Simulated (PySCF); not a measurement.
Precursor series Zn NH2-SH. All species are isolated molecules in the gas phase. One relaxed conformer stands for each flexible species; it need not be the lowest.

The charge on the central atom (meta-Löwdin) from two functionals at the same geometries (TPSS-D3(BJ)/def2-SVP), both in PySCF: PBE-D3(BJ)/def2-TZVP and TPSSh-D3(BJ)/def2-TZVP. 

```csv
species,PBE-D3(BJ)/def2-TZVP (e),TPSSh-D3(BJ)/def2-TZVP (e)
0 of 2 NH2 replaced by SH,1.07,1.12
1 of 2 NH2 replaced by SH,1.06,1.11
2 of 2 NH2 replaced by SH ([Zn(SH)2]),1.05,1.09
```

Over these rows, drawn at random from the members with no instability flagged (it was tested for open shells, ions and some series alone), PBE minus TPSSh-D3(BJ): mean -0.04 e, from -0.05 e to -0.04 e.
